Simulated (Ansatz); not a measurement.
Coupled-cluster diagnostics for the cluster Y₃ (the lowest doublet isomer of a short search), Ansatz.

Geometry of the doublet (r2SCAN-D4/def2-TZVP):

```xyz
3

Y     0.6854   -1.5475   -0.7180
Y    -1.6643    0.5915   -0.5099
Y     0.9790    0.9559    1.2279
```

In the def2 sets Y takes a core potential; there is no spin–orbit coupling. Correlated methods freeze no core orbitals; core or outer-core shells of Y are correlated, in sets that lack core-valence functions. The structure comes from a short search, and lower isomers may exist.

Geometry of the charge 0 quartet (r2SCAN-D4/def2-TZVP):

Cartesian coordinates in Å:
```
Y -1.578 -0.786 0.223
Y 0.878 -0.288 -1.517
Y 0.699 1.075 1.294
```

(1) Estimate the CCSD(T) correlation energy, the shares of MP2 and (T), T1 and the reference's ⟨S²⟩ for: charge 0, doublet, own geometry in def2-TZVP; charge 0, doublet, own geometry in def2-TZVPD; charge 0, quartet, own geometry in def2-TZVP; charge -1, singlet, vertical in def2-TZVPD; and the rough time on 4 threads of Arm Neoverse V2 on a shared host.

Answers

(1) 
| state | basis | correlation (eV) | MP2 share (%) | (T) share (%) | T1 | ⟨S²⟩ (pure) | wall time | remarks |
| --- | --- | --- | --- | --- | --- | --- | --- | --- |
| charge 0, doublet, own geometry | def2-TZVP | -19.837 | 87.5 | 5.5 | 0.105 | 3.21 (0.75) | 92 s | flagged by the program, large T1, spin-contaminated |
| charge 0, doublet, own geometry | def2-TZVPD | -19.837 | 87.5 | 5.5 | 0.105 | 3.21 (0.75) | 90 s | flagged by the program, large T1, spin-contaminated |
| charge 0, quartet, own geometry | def2-TZVP | -19.135 | 89.0 | 4.7 | 0.072 | 5.70 (3.75) | 30 s | large T1, spin-contaminated |
| charge -1, singlet, vertical | def2-TZVPD | -21.906 | 94.4 | 6.6 | 0.051 | 0.00 (0.00) | 14 s | large T1, restricted SCF unstable |
Customary marks for T1 are 0.02 (closed shells), 0.045 (open shells) and about 0.05 (3d metals). T1 exceeds 0.02 in 4 of 4 rows and 0.045 in 4; the higher it lies, the less the single-reference result can be trusted.
